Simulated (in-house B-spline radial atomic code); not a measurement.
A fraction x of an electron is removed from 6s in neutral neodymium, starting from [Xe] 4f4 6s2 and keeping the highest spin. Computed with an all-electron radial atomic-structure program (B-spline basis): scalar-relativistic (X2C) PW91, spin-polarised, spherical fractional occupations, Fermi nucleus of rms radius 4.9123 fm.

| x | E(x) - E(0) (eV) | 6s down level (eV) |
| --- | --- | --- |
| 0 | 0.0000 | -3.413 |
| 0.05 | 0.1757 | -3.615 |
| 0.15 | 0.5574 | -4.021 |
| 0.31 | 1.2530 | -4.674 |
| 0.39 | 1.6401 | -5.003 |
| 0.5 | 2.2153 | -5.455 |
| 0.61 | 2.8403 | -5.910 |
| 0.74 | 3.6442 | -6.462 |
| 0.87 | 4.5234 | -7.089 |
| 0.92 | 4.8853 | -7.399 |
| 1 | 5.4942 | - |

The exact functional would give a straight line between the two integer points. Deviations E(x) - E(0) - x[E(1) - E(0)], in eV: -0.099 at x = 0.05, -0.267 at x = 0.15, -0.45 at x = 0.31, -0.503 at x = 0.39, -0.532 at x = 0.5, -0.511 at x = 0.61, -0.422 at x = 0.74, -0.257 at x = 0.87, -0.169 at x = 0.92.

The curve lies below the straight line by up to 0.532 eV (at x = 0.5): convex, the delocalisation error that favours fractional charges.

(1) How well does Slater's transition state (minus the level at half occupation) give the ionisation energy?

## Answers

(1) It gives 5.455 eV against 5.494 eV from the two total energies; NIST lists 5.53 eV, ground level to ground level.
